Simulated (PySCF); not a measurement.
CH11NSi3.
Z-matrix (Å and degrees, GFN2-xTB geometry), rows numbered from 1:
```
C 
Si  1  1.8911
N   2  1.7474  1  111.02
Si  3  1.7458  2  119.70  1    29.05
Si  3  1.7438  2  117.77  1  -161.58
H   1  1.0854  2  110.29  3   178.09
H   1  1.0851  2  111.60  3   -62.10
H   1  1.0854  2  111.53  3    58.45
H   2  1.4669  1  109.80  3  -118.52
H   2  1.4720  1  109.79  3   120.76
H   4  1.4668  3  109.59  2    51.87
H   4  1.4657  3  108.80  2   -68.60
H   4  1.4608  3  108.11  2   171.66
H   5  1.4608  3  107.71  2   161.46
H   5  1.4672  3  110.11  2   -77.73
H   5  1.4614  3  107.90  2    42.10
```

The closed-shell ground state was solved at several levels (PySCF, density fitting, gas phase, non-relativistic).

| level | basis functions | total energy (Eh) | HOMO (eV) | LUMO (eV) | gap (eV) | dipole (D) |
| --- | --- | --- | --- | --- | --- | --- |
| PBE0/def2-SVPD | 200 | -967.1820 | -7.37 | -0.06 | 7.31 | 0.69 |
| CAM-B3LYP/def2-SVPD | 200 | -967.6324 | -8.69 | 0.92 | 9.61 | 0.64 |

(1) Estimate the row for PBE0/pcSseg-1, a basis of 161 functions; the other rows only guide the guess.

(2) Over all these levels, which gives the widest orbital gap and which the narrowest?

(3) How far do the dipole and the HOMO energy spread over the levels?

Results:

(1) Total energy -967.4748 Eh, HOMO -7.38 eV, LUMO 0.05 eV, gap 7.43 eV, dipole 0.62 D.

(2) CAM-B3LYP/def2-SVPD (range-separated hybrid) has the widest, 9.61 eV, and PBE0/def2-SVPD (global hybrid, 25 % exact exchange) the narrowest, 7.31 eV. The two share the basis. From the narrowest to the widest the HOMO moves by -1.32 eV and the LUMO by +0.98 eV.

(3) The dipole runs from 0.62 to 0.69 D (mean 0.65 D) and the HOMO from -8.69 to -7.37 eV.

One conformer stands for the species.
